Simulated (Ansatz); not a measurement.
F4S, charge -1, doublet, at a GFN2-xTB geometry (a state made from the parent by changing its charge; the spin is typed, not shown lowest) (a gas-phase anion, which may not be bound at this level). Base run: PBE/STO-3G run with Ansatz (a quantum-chemistry and plane-wave program).

The Ansatz input:
Ansatz 0.2 input:
```yaml
crystal:
  periodic: [false, false, false]
  atoms:
    - {symbol: F, position_ang: [-0.92222279, 1.50014927, 0.29508585]}
    - {symbol: S, position_ang: [-0.00000000, 0.00000000, 0.00000000]}
    - {symbol: F, position_ang: [-1.04730232, -0.36878659, -1.39827489]}
    - {symbol: F, position_ang: [1.04730232, 0.36878659, 1.39827489]}
    - {symbol: F, position_ang: [0.92222279, -1.50014927, -0.29508585]}
basis:
  gaussian:
    orbitals: STO-3G
hamiltonian:
  xc: pbe
total_charge: -1
magnetization: {spin_polarized: true, initial_magnetization: 1}
```

The bond that is stretched is that between atoms 5 and 2. A test that says stable can miss a lower solution.

The base run was repeated with changes; each row names its change, and settings that it needs were set with it.

| change | ΔE vs base (eV) | <S^2> | stability test says |
|---|---|---|---|
| base | 0.00 | 0.752 | minimum |
| spin_polarized = on; lower_state_search = off | 0.00 | 0.752 | undecided (no full test) |
| spin_polarized = on; lower_state_search = standard | 0.00 | 0.752 | minimum |
| bond × 1.25 | 0.18 | 0.757 | minimum |
| spin_polarized = on; lower_state_search = off; bond × 1.25 | 0.30 | 0.751 | undecided (no full test) |
| spin_polarized = on; lower_state_search = standard; bond × 1.25 | 0.18 | 0.757 | minimum |
| bond × 1.5 | 0.59 | 0.755 | minimum |
| spin_polarized = on; lower_state_search = off; bond × 1.5 | 0.61 | 0.751 | undecided (no full test) |
| spin_polarized = on; lower_state_search = standard; bond × 1.5 | 0.59 | 0.755 | minimum |
| bond × 1.8 | 0.66 | 0.751 | minimum |
| spin_polarized = on; lower_state_search = off; bond × 1.8 | 0.67 | 0.750 | undecided (no full test) |
| spin_polarized = on; lower_state_search = standard; bond × 1.8 | 0.66 | 0.751 | minimum |
| bond × 2.2 | 0.58 | 0.750 | minimum |
| spin_polarized = on; lower_state_search = off; bond × 2.2 | 0.58 | 0.750 | undecided (no full test) |
| spin_polarized = on; lower_state_search = standard; bond × 2.2 | 0.58 | 0.750 | minimum |
| bond × 3.0 | 0.42 | 0.750 | minimum |
| spin_polarized = on; lower_state_search = off; bond × 3.0 | 0.43 | 0.750 | undecided (no full test) |
| spin_polarized = on; lower_state_search = standard; bond × 3.0 | 0.42 | 0.750 | minimum |

A gas-phase anion may not be bound at this level; its values then depend on the basis.

On stretching, the SCF can end on different states; <S^2> shows the spin contamination of each.
